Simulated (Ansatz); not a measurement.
Start from `O[Si](O)(F)F` and change one atom or group to get `O[Si](F)(F)CCl`.

Ansatz, PBE0-D4/def2-TZVP geometries, multiplicity 1. Each molecule was computed in one conformer, which needn't be the lowest.

| property | `O[Si](O)(F)F` |
| --- | --- |
| ideal-gas entropy at 298 K and 1 bar (rigid rotor, harmonic PBE0-D4/def2-TZVP) / J/(mol·K) | 321 |
| HOMO–LUMO gap (PBE/def2-TZVPP) / eV | 7.67 |
| HOMO energy (PBE/def2-TZVPP) / eV | -8.30 |
| LUMO energy (PBE/def2-TZVPP) / eV | -0.63 |
| LUMO energy (B3LYP/def2-TZVPP) / eV | -0.11 |
| LUMO energy (PBE0/def2-TZVPP) / eV | 0.30 |

Problem. Give the same properties after the change, and the shifts. (Best estimate.)

Solution. Computed: 
```csv
property,`O[Si](F)(F)CCl`,shift
"ideal-gas entropy at 298 K and 1 bar (rigid rotor, harmonic PBE0-D4/def2-TZVP) / J/(mol·K)",364,43
HOMO–LUMO gap (PBE/def2-TZVPP) / eV,6.13,-1.54
HOMO energy (PBE/def2-TZVPP) / eV,-7.29,1.01
LUMO energy (PBE/def2-TZVPP) / eV,-1.17,-0.54
LUMO energy (B3LYP/def2-TZVPP) / eV,-0.37,-0.26
LUMO energy (PBE0/def2-TZVPP) / eV,-0.09,-0.39
```

With PBE0 the HOMO rises by 1.43 eV and the LUMO falls by 0.39 eV, so the gap narrows by about 1.82 eV. PBE moves the HOMO by 1.01 eV and ωB97M-V by 1.65 eV. The zero-point energy changes by 38.4 kJ/mol with +6 modes.

B3LYP here is the variant with VWN-RPA as its local correlation; programs differ in this.
